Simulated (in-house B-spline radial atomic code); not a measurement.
Configurations of the gadolinium ion Gd⁺, with energies counted from [Xe] (4f5/2)6 (4f7/2)1 (5d3/2)1 6s1. All numbers are computed (Dirac-Hartree-Fock, average of each configuration as written; Fermi nucleus of rms radius 5.1569 fm) with a B-spline radial code for spherical atoms, not measured. Energies include first-order Breit, QED and recoil terms.

Occupations are held fixed; configurations that lie above the ionisation limit could autoionise.

```
                               configuration  E - E(ref) (eV)  highest orbital  its <r> (bohr)
         [Xe] (4f5/2)1 (4f7/2)6 (5d5/2)1 6s1           5.6471            6s1/2           3.859
[Xe] (4f5/2)5 (4f7/2)1 (5d5/2)1 6s1 (6p3/2)1           12.977            6p3/2           4.484
         [Xe] (4f5/2)3 (4f7/2)4 6s1 (6d5/2)1           13.086            6d5/2           7.595
[Xe] (4f5/2)4 (4f7/2)2 (5d3/2)1 6s1 (7d5/2)1           20.747            7d5/2           13.43
```

Task: Order these further configurations by energy, lowest first.
A. [Kr] (4d3/2)4 (4d5/2)5 (4f5/2)1 (4f7/2)6 5s2 5p6 (5d3/2)1 6s1 (9p3/2)1
B. [Xe] (4f7/2)7 (5d3/2)1 6s1
C. [Xe] (4f7/2)7 (5d5/2)1 6s1
D. [Kr] 4d10 (4f5/2)4 (4f7/2)3 5s2 (5p1/2)1 (5p3/2)4 (5d3/2)1 6s1 (10g9/2)1
E. [Xe] (4f5/2)6 (4f7/2)1 (5d3/2)1 (5d5/2)1

Result: E (1.5463 eV), C (4.1855 eV), B (4.5454 eV), D (46.372 eV), A (171.43 eV).
